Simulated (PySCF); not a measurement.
C4H10BClO, singlet, geometry from GFN2-xTB; CASSCF(6,7)/STO-3G in PySCF.

The PySCF input:
```python
from pyscf import gto, scf, mcscf
import numpy

mol = gto.Mole()
mol.atom = '''
    B     0.15231708    0.54553828    0.94681591
    Cl    0.23143160    1.98460669   -0.07366987
    C     0.42610070    0.69640126    2.50114475
    H     0.32052771   -0.25295804    3.01691134
    H    -0.25968786    1.40754857    2.95612602
    H     1.42990109    1.07187567    2.68778599
    O    -0.13451852   -0.63419835    0.43345731
    C    -0.39343824   -0.94989465   -0.93275793
    C    -1.43558350   -2.06216541   -0.96479808
    C     0.91163950   -1.37372519   -1.59999809
    H    -0.78450759   -0.05518826   -1.43629681
    H    -1.04976941   -2.94461015   -0.46089376
    H    -1.67662518   -2.31424043   -1.99345891
    H    -2.34159750   -1.74111338   -0.45731292
    H     1.63057258   -0.55874092   -1.56166744
    H     1.32969351   -2.23444051   -1.08338453
    H     0.72940735   -1.63424678   -2.63870281
'''
mol.basis = 'sto-3g'
mol.verbose = 4
mol.build()

mf = scf.RHF(mol)
mf.kernel()
mc = mcscf.CASSCF(mf, 7, 6)
mc.fix_spin_(ss=0.0)
mc.kernel()
occ = numpy.linalg.eigvalsh(mc.fcisolver.make_rdm1(mc.ci, mc.ncas, mc.nelecas))[::-1]
ss = mc.fcisolver.spin_square(mc.ci, mc.ncas, mc.nelecas)[0]
print('natural occupations', occ.round(4), ' <S^2>', round(ss, 4))
```

Task: Write the output that PySCF gives for this input, abridged.

Result: 
```
PySCF version 2.14.0

[INPUT] verbose = 4
[INPUT] num. atoms = 17
[INPUT] num. electrons = 64
[INPUT] charge = 0
[INPUT] spin (= nelec alpha-beta = 2S) = 0
[INPUT] symmetry False subgroup None
[INPUT] Mole.unit = angstrom
[INPUT] Symbol           X                Y                Z      unit          X                Y                Z       unit  Magmom
[...]
nuclear repulsion = 364.08033181805
number of shells = 33
number of NR pGTOs = 147
number of NR cGTOs = 49
basis = sto-3g
ecp = {}

******** <class 'pyscf.scf.hf.RHF'> ********
method = RHF
initial guess = minao
damping factor = 0
level_shift factor = 0
DIIS = <class 'pyscf.scf.diis.CDIIS'>
diis_start_cycle = 1
diis_space = 8
diis_damp = 0
SCF conv_tol = 1e-09
SCF conv_tol_grad = None
SCF max_cycles = 50
direct_scf = True
direct_scf_tol = 1e-13
Set gradient conv threshold to 3.16228e-05
Initial guess from minao.
init E= -709.275729600159
[...]
cycle= 1 E= -708.293975901863  delta_E= 0.982  |g|= 0.496  |ddm|= 4.78
[...]
cycle= 2 E= -708.380319837496  delta_E= -0.0863  |g|= 0.186  |ddm|= 0.888
[...]
cycle= 3 E= -708.390438904873  delta_E= -0.0101  |g|= 0.039  |ddm|= 0.259
[...]
cycle= 4 E= -708.391181338209  delta_E= -0.000742  |g|= 0.00575  |ddm|= 0.0842
[...]
cycle= 5 E= -708.391199427732  delta_E= -1.81e-05  |g|= 0.00155  |ddm|= 0.0133
[...]
cycle= 6 E= -708.391201240328  delta_E= -1.81e-06  |g|= 0.000344  |ddm|= 0.00463
[...]
cycle= 7 E= -708.391201323495  delta_E= -8.32e-08  |g|= 7.9e-05  |ddm|= 0.000978
[...]
cycle= 8 E= -708.391201327707  delta_E= -4.21e-09  |g|= 1.69e-05  |ddm|= 0.000221
[...]
cycle= 9 E= -708.391201327905  delta_E= -1.98e-10  |g|= 3.98e-06  |ddm|= 4.31e-05
[...]
Extra cycle  E= -708.391201327912  delta_E= -7.28e-12  |g|= 1.79e-06  |ddm|= 7.42e-06
converged SCF energy = -708.391201327912

******** <class 'pyscf.mcscf.mc1step.CASSCF'> ********
CAS (3e+3e, 7o), ncore = 29, nvir = 13
max_cycle_macro = 50
max_cycle_micro = 4
conv_tol = 1e-07
conv_tol_grad = None
orbital rotation max_stepsize = 0.02
orbital rotation threshold for CI restart = 0.01
augmented hessian ah_max_cycle = 30
augmented hessian ah_conv_tol = 1e-12
augmented hessian ah_linear dependence = 1e-14
augmented hessian ah_level shift = 1e-08
augmented hessian ah_start_tol = 2.5
augmented hessian ah_start_cycle = 3
augmented hessian ah_grad_trust_region = 3
kf_trust_region = 3
kf_interval = 4
ci_response_space = 4
ci_grad_trust_region = 3
with_dep4 0
natorb = False
canonicalization = True
sorting_mo_energy = False
ao2mo_level = 2
internal_rotation = False
******** <class 'pyscf.fci.addons.SpinPenaltyFCISolver'> ********
max. cycles = 50
conv_tol = 1e-08
davidson only = True
linear dependence = 1e-12
level shift = 0.001
max iter space = 12
nroots = 1
pspace_size = 400
spin = None
CASCI E = -708.396409893649  S^2 = 0.0000000
Set conv_tol_grad to 0.000316228
macro iter   1 ( 21 JK    4 micro), CASSCF E = -708.404181034403  dE = -7.77114075e-03  S^2 = 0.0000000
               |grad[o]|=0.0134  |grad[c]|=0.0628  |ddm|=0.132  |maxRot[o]|=0.284
macro iter   2 ( 21 JK    4 micro), CASSCF E = -708.413836562903  dE = -9.65552850e-03  S^2 = 0.0000000
               |grad[o]|=0.0171  |grad[c]|=0.00782  |ddm|=0.0412  |maxRot[o]|=0.298
macro iter   3 ( 21 JK    4 micro), CASSCF E = -708.421908738525  dE = -8.07217562e-03  S^2 = 0.0000000
               |grad[o]|=0.0208  |grad[c]|=0.0286  |ddm|=0.0615  |maxRot[o]|= 0.24
macro iter   4 ( 21 JK    4 micro), CASSCF E = -708.427409593591  dE = -5.50085507e-03  S^2 = 0.0000000
               |grad[o]|= 0.02  |grad[c]|=0.0164  |ddm|=0.0291  |maxRot[o]|=0.276
macro iter   5 ( 21 JK    4 micro), CASSCF E = -708.431708126519  dE = -4.29853293e-03  S^2 = 0.0000000
               |grad[o]|=0.0167  |grad[c]|=0.046  |ddm|=0.0235  |maxRot[o]|=0.231
macro iter   6 ( 21 JK    4 micro), CASSCF E = -708.437497024882  dE = -5.78889836e-03  S^2 = 0.0000000
               |grad[o]|=0.0127  |grad[c]|=0.0567  |ddm|=0.0384  |maxRot[o]|=0.257
macro iter   7 ( 21 JK    4 micro), CASSCF E = -708.444358682504  dE = -6.86165762e-03  S^2 = 0.0000000
               |grad[o]|=0.0146  |grad[c]|=0.0276  |ddm|=0.00738  |maxRot[o]|=0.214
macro iter   8 ( 21 JK    4 micro), CASSCF E = -708.445732238308  dE = -1.37355580e-03  S^2 = 0.0000000
               |grad[o]|=0.014  |grad[c]|=0.0352  |ddm|=0.0117  |maxRot[o]|=0.0926
macro iter   9 ( 21 JK    4 micro), CASSCF E = -708.445858165930  dE = -1.25927622e-04  S^2 = 0.0000000
               |grad[o]|=0.0119  |grad[c]|=0.0313  |ddm|=0.00929  |maxRot[o]|=0.0392
macro iter  10 ( 21 JK    4 micro), CASSCF E = -708.445841299885  dE =  1.68660449e-05  S^2 = 0.0000000
               |grad[o]|=0.0114  |grad[c]|=0.0311  |ddm|=0.00915  |maxRot[o]|=0.0179
macro iter  11 ( 21 JK    4 micro), CASSCF E = -708.447857207791  dE = -2.01590791e-03  S^2 = 0.0000000
               |grad[o]|=0.0114  |grad[c]|=0.0172  |ddm|=0.00763  |maxRot[o]|=0.0479
macro iter  12 ( 12 JK    3 micro), CASSCF E = -708.451194044150  dE = -3.33683636e-03  S^2 = 0.0000000
               |grad[o]|=0.0113  |grad[c]|=0.0219  |ddm|= 0.01  |maxRot[o]|=0.0818
macro iter  13 ( 21 JK    4 micro), CASSCF E = -708.453570742840  dE = -2.37669869e-03  S^2 = 0.0000000
               |grad[o]|=0.0103  |grad[c]|=0.015  |ddm|=0.00534  |maxRot[o]|=0.192
macro iter  14 ( 21 JK    4 micro), CASSCF E = -708.455832564453  dE = -2.26182161e-03  S^2 = 0.0000000
               |grad[o]|=0.00912  |grad[c]|=0.0187  |ddm|=0.00512  |maxRot[o]|=0.252
macro iter  15 ( 21 JK    4 micro), CASSCF E = -708.457577276254  dE = -1.74471180e-03  S^2 = 0.0000000
               |grad[o]|=0.00744  |grad[c]|=0.0204  |ddm|=0.00432  |maxRot[o]|=0.288
macro iter  16 ( 17 JK    4 micro), CASSCF E = -708.457970771895  dE = -3.93495640e-04  S^2 = 0.0000000
               |grad[o]|=0.00531  |grad[c]|=0.0106  |ddm|=0.00418  |maxRot[o]|=0.131
macro iter  17 ( 13 JK    4 micro), CASSCF E = -708.458131225976  dE = -1.60454081e-04  S^2 = 0.0000000
               |grad[o]|=0.00364  |grad[c]|=0.00523  |ddm|=0.00104  |maxRot[o]|=0.0173
macro iter  18 ( 10 JK    4 micro), CASSCF E = -708.458173997945  dE = -4.27719698e-05  S^2 = 0.0000000
               |grad[o]|=0.00148  |grad[c]|=0.00209  |ddm|=0.00145  |maxRot[o]|=0.0125
macro iter  19 (  8 JK    3 micro), CASSCF E = -708.458190852134  dE = -1.68541886e-05  S^2 = 0.0000000
               |grad[o]|=0.00078  |grad[c]|=0.000434  |ddm|=0.00089  |maxRot[o]|=0.00854
macro iter  20 (  7 JK    2 micro), CASSCF E = -708.458192090028  dE = -1.23789437e-06  S^2 = 0.0000000
               |grad[o]|=0.000196  |grad[c]|=0.000106  |ddm|=0.0003  |maxRot[o]|=0.00273
macro iter  21 (  3 JK    1 micro), CASSCF E = -708.458192109676  dE = -1.96477004e-08  S^2 = 0.0000000
               |grad[o]|=4.05e-05  |grad[c]|=8.04e-05  |ddm|=3.86e-05  |maxRot[o]|=0.0003
1-step CASSCF converged in  21 macro (364 JK  77 micro) steps
CASSCF canonicalization
Density matrix diagonal elements [1.980128   1.96174835 1.97527872 0.03821304 0.02352538 0.01909795
 0.00200857]
CASSCF energy = -708.458192109676
CASCI E = -708.458192109676  E(CI) = -13.0320827959772  S^2 = 0.0000000
natural occupations [1.9820e+00 1.9746e+00 1.9657e+00 3.3500e-02 2.4200e-02 1.8800e-02
 1.2000e-03]  <S^2> 0.0
```
